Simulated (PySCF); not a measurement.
Atoms are numbered as in `[SiH3:1][O:2][SiH2:3][O:4][SiH3:5]`; H(Xn) means a hydrogen on atom n.

PySCF 2.14.0 with density-fitted response routines calculation with shielding tensors at KT3/pcSseg-2 (GIAO) and coordinates at the PBE0-D3(BJ)/def2-SVP level; rapidly exchanging positions averaged, in vacuum, a single conformation, non-relativistic Hamiltonian.

References, each an isolated molecule treated in the same way: $^{1}$H, $^{29}$Si against TMS; H2O for $^{17}$O.

| atoms | nucleus | count | δ (ppm) |
| --- | --- | --- | --- |
| H(Si1)/H(Si5) | $^{1}$H | 6 | ? |
| O2/O4 | $^{17}$O | 2 | 50.4 |
| H(Si3) | $^{1}$H | 2 | 5.02 |
| Si3 | $^{29}$Si | 1 | ? |
| Si1/Si5 | $^{29}$Si | 2 | -43.2 |

Question: Fill in the missing shifts.

Answer: 
- H(Si1)/H(Si5): 5.15 ppm, hydrogen on a silicon bonded to O
- Si3: -45.0 ppm, silicon bonded to 2 O, 2 H

Experimental scales use liquid or dissolved standards, which lie at an offset from isolated H2O (liquid H2O: subtract about 36 ppm).
